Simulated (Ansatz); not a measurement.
`C[NH][SnH3]` + `FC1C=CC1(F)F` → `C[NH][SnH2][F]` + `FC1(F)C=CC1`  (formal exchange of groups at the Sn–H bond)

Calculated with Ansatz (gas phase, PBE0-D4/def2-TZVP geometries, no zero-point term in ΔE). CCSD(T)/CBS adds triple-zeta CCSD(T) − MP2 to the extrapolated MP2 energy (def2 sets, frozen cores). DFT in def2-TZVPP. B3LYP here is the variant with VWN-RPA as its local correlation; programs differ in this. HSE06 is defined as in plane-wave codes. def2 core potentials past Kr. For Sn outer-core shells are correlated without core-valence functions, which leaves a few kJ/mol of doubt a bond. Each species was taken in one conformer, which may not be the lowest.

```json
{"level": "LDA (SPW92)", "ΔE (kcal/mol)": "-31.4", "difference from CCSD(T)/CBS": "6.6"}
{"level": "PBE-D4", "ΔE (kcal/mol)": "-34.6", "difference from CCSD(T)/CBS": "3.4"}
{"level": "revPBE-D4", "ΔE (kcal/mol)": "-34.7", "difference from CCSD(T)/CBS": "3.3"}
{"level": "BLYP-D4", "ΔE (kcal/mol)": "-36.0", "difference from CCSD(T)/CBS": "2.0"}
{"level": "r2SCAN-D4", "ΔE (kcal/mol)": "-35.7", "difference from CCSD(T)/CBS": "2.3"}
{"level": "B97M-V", "ΔE (kcal/mol)": "-35.3", "difference from CCSD(T)/CBS": "2.7"}
{"level": "PBE0-D4", "ΔE (kcal/mol)": "-34.4", "difference from CCSD(T)/CBS": "3.6"}
{"level": "B3LYP-D4", "ΔE (kcal/mol)": "-35.7", "difference from CCSD(T)/CBS": "2.3"}
{"level": "r2SCANh-D4", "ΔE (kcal/mol)": "-35.5", "difference from CCSD(T)/CBS": "2.5"}
{"level": "HSE06-D4", "ΔE (kcal/mol)": "-34.3", "difference from CCSD(T)/CBS": "3.7"}
{"level": "BHLYP-D4", "ΔE (kcal/mol)": "-35.8", "difference from CCSD(T)/CBS": "2.2"}
{"level": "CAM-B3LYP-D4", "ΔE (kcal/mol)": "-35.6", "difference from CCSD(T)/CBS": "2.4"}
{"level": "ωB97X-V", "ΔE (kcal/mol)": "-35.4", "difference from CCSD(T)/CBS": "2.6"}
{"level": "ωB97M-V", "ΔE (kcal/mol)": "-35.3", "difference from CCSD(T)/CBS": "2.7"}
{"level": "B2PLYP", "ΔE (kcal/mol)": "-36.8", "difference from CCSD(T)/CBS": "1.2"}
{"level": "PBE-QIDH", "ΔE (kcal/mol)": "-35.6", "difference from CCSD(T)/CBS": "2.4"}
{"level": "PBE", "ΔE (kcal/mol)": "-34.8", "difference from CCSD(T)/CBS": "3.2"}
{"level": "BLYP", "ΔE (kcal/mol)": "-36.4", "difference from CCSD(T)/CBS": "1.6"}
{"level": "PBE0", "ΔE (kcal/mol)": "-34.5", "difference from CCSD(T)/CBS": "3.5"}
{"level": "B3LYP", "ΔE (kcal/mol)": "-36.0", "difference from CCSD(T)/CBS": "2.0"}
{"level": "r2SCANh", "ΔE (kcal/mol)": "-35.6", "difference from CCSD(T)/CBS": "2.4"}
{"level": "r2SCAN0", "ΔE (kcal/mol)": "-35.3", "difference from CCSD(T)/CBS": "2.7"}
{"level": "HSE06", "ΔE (kcal/mol)": "-34.4", "difference from CCSD(T)/CBS": "3.6"}
{"level": "CAM-B3LYP", "ΔE (kcal/mol)": "-35.7", "difference from CCSD(T)/CBS": "2.3"}
{"level": "LC-ωPBE", "ΔE (kcal/mol)": "-36.4", "difference from CCSD(T)/CBS": "1.6"}
{"level": "RPA@PBE/def2-TZVPP", "ΔE (kcal/mol)": "-33.5", "difference from CCSD(T)/CBS": "4.5"}
{"level": "HF/def2-SVP", "ΔE (kcal/mol)": "-32.9", "difference from CCSD(T)/CBS": "5.1"}
{"level": "MP2/def2-SVP", "ΔE (kcal/mol)": "-36.5", "difference from CCSD(T)/CBS": "1.5"}
{"level": "CCSD/def2-SVP", "ΔE (kcal/mol)": "-34.0", "difference from CCSD(T)/CBS": "4.0"}
{"level": "CCSD(T)/def2-SVP", "ΔE (kcal/mol)": "-33.6", "difference from CCSD(T)/CBS": "4.4"}
{"level": "HF/def2-TZVPP", "ΔE (kcal/mol)": "-35.3", "difference from CCSD(T)/CBS": "2.7"}
{"level": "SCS-MP2/def2-TZVPP", "ΔE (kcal/mol)": "-37.0", "difference from CCSD(T)/CBS": "1.0"}
{"level": "CCSD/def2-TZVPP", "ΔE (kcal/mol)": "-35.1", "difference from CCSD(T)/CBS": "2.9"}
{"level": "CCSD(T)/def2-TZVPP", "ΔE (kcal/mol)": "-35.1", "difference from CCSD(T)/CBS": "2.9"}
{"level": "HF/def2-QZVPP", "ΔE (kcal/mol)": "-36.2", "difference from CCSD(T)/CBS": "1.8"}
{"level": "MP2/def2-QZVPP", "ΔE (kcal/mol)": "-39.4", "difference from CCSD(T)/CBS": "-1.4"}
{"level": "SCS-MP2/def2-QZVPP", "ΔE (kcal/mol)": "-38.9", "difference from CCSD(T)/CBS": "-0.9"}
{"level": "HF/CBS(def2)", "ΔE (kcal/mol)": "-36.4", "difference from CCSD(T)/CBS": "1.6"}
{"level": "MP2/CBS(def2)", "ΔE (kcal/mol)": "-40.3", "difference from CCSD(T)/CBS": "-2.3"}
{"level": "CCSD/CBS(def2)", "ΔE (kcal/mol)": "-38.0", "difference from CCSD(T)/CBS": "0.0"}
{"level": "CCSD(T)/CBS", "ΔE (kcal/mol)": "-38.0", "difference from CCSD(T)/CBS": "0"}
```

Largest T1 diagnostic among the species: 0.013.

At CCSD(T), def2-SVP lies +4.4 kcal/mol from the extrapolated value and def2-TZVPP +2.9 kcal/mol. Leaving LDA and LC-ωPBE aside and taking each functional with its dispersion term where it has one, the values spread over 2.5 kcal/mol, from B2PLYP to HSE06-D4. LDA lies +3.4 kcal/mol from PBE without D4.
